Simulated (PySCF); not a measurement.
**Bonding in `F[SiH2]C(Cl)Cl`**

CH₃Cl₂FSi.
Atom-mapped SMILES: `[F:1][SiH2:2][CH:3]([Cl:4])[Cl:5]` (hydrogens: H6, H7 on Si2; H8 on C3)

Cartesian coordinates in Å at the PBE0-D3(BJ)/def2-SVP level; atoms count from 1:
```xyz
8
CH3Cl2FSi angstrom
F      2.0325   -1.4225   -1.1525
Si     1.0428   -0.3739   -0.4086
C     -0.7480   -0.8187   -0.8382
Cl    -1.1525   -2.4407   -0.2419
Cl    -1.7411    0.4553   -0.0677
H      1.2093   -0.4993    1.0587
H      1.3275    0.9878   -0.9291
H     -0.9764   -0.7987   -1.9119
```

Bond orders from the PBE0/pcSseg-1 density (PySCF). The structure is a single PBE0-D3(BJ)/def2-SVP conformer in the gas phase; no vibrational or solvent corrections.

**Question.** How far do the computed orders between heavy atoms stray from the drawn ones?

**Answer.** The largest departure is 0.230, at Si2–C3 (drawn single, 0.770). Drawn single, order below 0.88: Si2–C3 (0.770).

**Question.** Give the Mayer order of every bond, beside its length.

**Answer.** 
| bond | drawn as | length (Å) | Mayer order |
| --- | --- | --- | --- |
| F1–Si2 | single | 1.623 | 0.931 |
| Si2–C3 | single | 1.894 | 0.770 |
| C3–Cl4 | single | 1.775 | 1.000 |
| C3–Cl5 | single | 1.790 | 0.974 |
| Si2–H6 | single | 1.482 | 0.930 |
| Si2–H7 | single | 1.485 | 0.917 |
| C3–H8 | single | 1.098 | 0.908 |

Bonds between the same two heavy elements. C–Cl: lowest C3–Cl5 (0.974, 1.790 Å), highest C3–Cl4 (1.000, 1.775 Å).

**Question.** Sum the orders of all bonds at each heavy atom with more than one neighbour and set the sums beside the valence in the SMILES.

**Answer.** Si2 3.548 (drawn 4), C3 3.652 (drawn 4). Orders between atoms that aren't bonded are not in these sums.

Mayer orders depend on the basis set.

The run behind these numbers computed NMR shieldings as well. On one thread, Arm Neoverse N1 (aarch64), no GPU, shared host with 64 logical CPUs at a one-minute load of 48, this took 19 s of wall time (grids of density and orbitals included) and 0.62 GiB of memory at its peak.
